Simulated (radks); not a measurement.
Values are calculated unless marked as measured or tabulated.
Q: Ionisation of the rubidium ion Rb+, [Kr], to Rb2+, [Ar] 3d10 4s2 4p5, under several functionals. Scalar-relativistic Kohn-Sham, spin-polarised, spherical densities, point nucleus; open shells are filled with parallel spins first (spin-orbit coupling, left out, can overturn this in heavy ions); a radial shooting solver on a logarithmic mesh with Libxc functionals. Known Delta-SCF values: B86b exchange with PBE correlation 27.384 eV. What does OLYP give, and what is its highest occupied eigenvalue?

A: 27.360 eV by Delta-SCF; the 4p eigenvalue is -21.663 eV. NIST: 27.290 eV (measured).
